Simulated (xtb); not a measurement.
xtb input (GFN2-xTB):

```bash
xtb mol.xyz --gfn 2 --sp --chrg 0 --uhf 0
```
mol.xyz:
```
2

N     -0.00000000    -0.00000000    -0.55206952
N      0.00000000     0.00000000     0.55206952
```

End of the output:

```
         :::::::::::::::::::::::::::::::::::::::::::::::::::::
         ::                     SUMMARY                     ::
         :::::::::::::::::::::::::::::::::::::::::::::::::::::
         :: total energy              -5.763838370737 Eh    ::
         :: gradient norm              0.024360667041 Eh/a0 ::
         :: HOMO-LUMO gap              4.078892175002 eV    ::
         ::.................................................::
         :: SCC energy                -5.846468427001 Eh    ::
         :: -> isotropic ES            0.000110118319 Eh    ::
         :: -> anisotropic ES          0.000319913255 Eh    ::
         :: -> anisotropic XC          0.027144293562 Eh    ::
         :: -> dispersion             -0.000255717368 Eh    ::
         :: repulsion energy           0.082630056264 Eh    ::
         :: add. restraining           0.000000000000 Eh    ::
         :: total charge               0.000000000000 e     ::
         :::::::::::::::::::::::::::::::::::::::::::::::::::::

           -------------------------------------------------
          |                Property Printout                |
           -------------------------------------------------

    * Orbital Energies and Occupations

         #    Occupation            Energy/Eh            Energy/eV
      -------------------------------------------------------------
         1        2.0000           -0.7158680             -19.4798
         2        2.0000           -0.5722299             -15.5712
         3        2.0000           -0.5722299             -15.5712
         4        2.0000           -0.5698712             -15.5070
         5        2.0000           -0.4527179             -12.3191 (HOMO)
         6                         -0.3028214              -8.2402 (LUMO)
         7                         -0.3028214              -8.2402
         8                          0.7416738              20.1820
      -------------------------------------------------------------
                  HL-Gap            0.1498965 Eh            4.0789 eV
             Fermi-level           -0.3777696 Eh          -10.2796 eV

     #   Z          covCN         q      C6AA      α(0)
     1   7 N        0.981    -0.000    20.943     6.584
     2   7 N        0.981     0.000    20.943     6.584

 Mol. C6AA /au·bohr⁶  :         83.773354
 Mol. C8AA /au·bohr⁸  :       1848.107500
 Mol. α(0) /au        :         13.167613

Wiberg/Mayer (AO) data.
largest (>0.10) Wiberg bond orders for each atom

 ---------------------------------------------------------------------------
     #   Z sym  total        # sym  WBO       # sym  WBO       # sym  WBO
 ---------------------------------------------------------------------------
     1   7 N    3.000 --     2 N    3.000
     2   7 N    3.000 --     1 N    3.000
 ---------------------------------------------------------------------------

Topologies differ in total number of bonds
Writing topology from bond orders to xtbtopo.mol

molecular dipole:
                 x           y           z       tot (Debye)
 q only:        0.000       0.000       0.000
Note: The following floating-point exceptions are signalling: IEEE_DENORMAL
normal termination of xtb
   full:       -0.000       0.000       0.000       0.000
molecular quadrupole (traceless):
                xx          xy          yy          xz          yz          zz
 q only:       -0.000       0.000      -0.000       0.000       0.000       0.000
  q+dip:        0.180       0.000       0.180      -0.000       0.000      -0.360
   full:        0.842      -0.000       0.842      -0.000       0.000      -1.683

           -------------------------------------------------
          | TOTAL ENERGY               -5.763838370737 Eh   |
          | GRADIENT NORM               0.024360667041 Eh/α |
          | HOMO-LUMO GAP               4.078892175002 eV   |
           -------------------------------------------------

------------------------------------------------------------------------
------------------------------------------------------------------------
 total:
 SCF:
```

This state (charge 0, singlet) is run at the relaxed geometry of the species with charge 1 and multiplicity 2.
